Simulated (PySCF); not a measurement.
C3H7ClOSi, SMILES C(CC=O)[SiH2]Cl. Atoms are numbered in the order given.

```xyz
13

O      1.4266     1.3386     1.2628
C      1.8849     0.3070     1.6898
C      1.4590    -1.0334     1.1779
C      0.7027    -0.9441    -0.1404
Si    -0.5313     0.4871    -0.2920
Cl    -2.0210    -0.2609    -1.5710
H      2.6335     0.3232     2.5186
H      0.8259    -1.4649     1.9786
H      2.3392    -1.6979     1.1301
H      0.1405    -1.8717    -0.3246
H      1.4108    -0.8433    -0.9803
H     -0.0197     1.6960    -0.9819
H     -1.2279     0.7885     0.9885
```
Charge 0, spin multiplicity 1.

Geometry: PBE0-D3(BJ)/def2-SVP. The structure was generated by enumeration, and PubChem lists no compound with its InChIKey, so it may never have been made. Other conformers were not sampled.

Calculation: PBE0/pcSseg-1 (PySCF).

GIAO shieldings, no solvent; atoms listed in one row are averaged. δ = σ(ref) − σ: ¹⁷O against H2O (σ = 334.2 ppm); ¹³C against TMS (σ = 186.3 ppm); ²⁹Si against TMS (σ = 352.7 ppm); ³⁵Cl against HCl (σ = 945.9 ppm); ¹H against TMS (σ = 31.56 ppm), references at their B3LYP-D3(BJ)/def2-TZVP geometries, non-relativistic (without spin–orbit terms, shifts of atoms bonded to Cl or Br come out too high).

Computed chemical shifts:
```
nucleus  atoms  count  δ (ppm)
-------  -----  -----  -------
¹⁷O         O1      1    663.6
¹³C         C2      1    212.8
¹³C         C3      1     45.7
¹³C         C4      1     12.3
²⁹Si       Si5      1    -14.1
³⁵Cl       Cl6      1     10.1
¹H          H7      1     9.94
¹H         H12      1     5.90
¹H         H13      1     5.21
¹H          H9      1     3.18
¹H          H8      1     2.72
¹H         H11      1     1.34
¹H         H10      1     1.07
```
